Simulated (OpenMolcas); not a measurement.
**Rh3+: moving or changing the point charges**

Rh3+ among 6 point charges of -1.7 e arranged as a tetragonal octahedron (D4h), 2.01 Å from the ion, with the axial distance 2.131 Å.
```
   2.0100    0.0000    0.0000  -1.70
   0.0000    2.0100    0.0000  -1.70
  -2.0100    0.0000    0.0000  -1.70
   0.0000   -2.0100    0.0000  -1.70
   0.0000    0.0000    2.1306  -1.70
   0.0000    0.0000   -2.1306  -1.70
```

```yaml
Program: OpenMolcas
Method: "SS-CASPT2, IPEA 0.25 Eh, imaginary shift 0.1 Eh (closed shells correlated: 4s 4p)"
Basis: ANO-RCC-VDZP [6s5p3d1f]
Scalar_Hamiltonian: DKH2, point nucleus
Active_space: 6 electrons in 5 orbitals (4d)
State_averaging: 2S+1 = 5 even, 5 roots; 2S+1 = 3 even, 45 roots; 2S+1 = 1 even, 50 roots
Spin-orbit_coupling: state interaction with AMFI integrals over the reference wave functions
```

Runs around this geometry, states (labels of D4, the rotations of D4h). Energies in cm-1 above the lowest state or level, χT in cm3 K/mol.

```json
{"R (Å)": "2.01", "q (e)": "-1.7", "Axial / equatorial distance": "0.98", "Ground state": "5B2", "First state of that spin": "5E 570", "First gap with spin-orbit (degeneracies)": "2 (1, 2)", "χT at 300 K": "4.252", "First state of another spin": "3A2 13080"}
{"R (Å)": "2.01", "q (e)": "-0.85", "Axial / equatorial distance": "1.06", "Ground state": "5E", "First state of that spin": "5B2 750", "First gap with spin-orbit (degeneracies)": "11 (1, 2)", "χT at 300 K": "4.608", "First state of another spin": "3E 16500"}
{"R (Å)": "1.84", "q (e)": "-1.7", "Axial / equatorial distance": "1.06", "Ground state": "5E", "First state of that spin": "5B2 1740", "First gap with spin-orbit (degeneracies)": "47 (2, 1)", "χT at 300 K": "4.127", "First state of another spin": "3E 10210"}
{"R (Å)": "2.01", "q (e)": "-1.7", "Axial / equatorial distance": "1.06", "Ground state": "5E", "First state of that spin": "5B2 1510", "First gap with spin-orbit (degeneracies)": "38 (2, 1)", "χT at 300 K": "4.259", "First state of another spin": "3E 13450"}
{"R (Å)": "2.15", "q (e)": "-1.7", "Axial / equatorial distance": "1.06", "Ground state": "5E", "First state of that spin": "5B2 1300", "First gap with spin-orbit (degeneracies)": "20 (2, 1)", "χT at 300 K": "4.387", "First state of another spin": "3E 15140"}
```

Taking the first state of the same spin as R^-n, n = -ln(1300 / 1740) / ln(2.15 / 1.84) = 1.9 between the shortest and longest distance.

Scaling the charges by -0.85 / -1.7 = 0.50 scales the first state of the same spin by 750 / 1510 = 0.50; with fixed orbitals a first-order splitting would follow the charge.

The ground state changes within this set.

Point charges give a weaker field than real ligands, and real ions of this kind are as a rule low spin; the high spin found here belongs to the model. Free-ion shares, where given, are those of the reference states; single-state CASPT2 does not remix them. Spin-orbit coupling mixes the spin-free states strongly: the lowest level takes only 51 % from its leading state, 5B2 (holds for R = 2.01, q = -1.7, ratio = 0.98). This shell can be high or low spin here, a state of another spin lies low, and with metal d orbitals alone active their balance is uncertain, so the ground spin may be wrong (holds for R = 2.01, q = -1.7, ratio = 0.98; R = 1.84, q = -1.7, ratio = 1.06; R = 2.01, q = -1.7, ratio = 1.06). An orbital doublet at a regular site is open to a Jahn-Teller distortion, which this geometry leaves out (holds for R = 2.01, q = -0.85, ratio = 1.06; R = 1.84, q = -1.7, ratio = 1.06; R = 2.01, q = -1.7, ratio = 1.06; R = 2.15, q = -1.7, ratio = 1.06). This is an electrostatic model: the charges have no orbitals. No measured value stands beside these numbers.
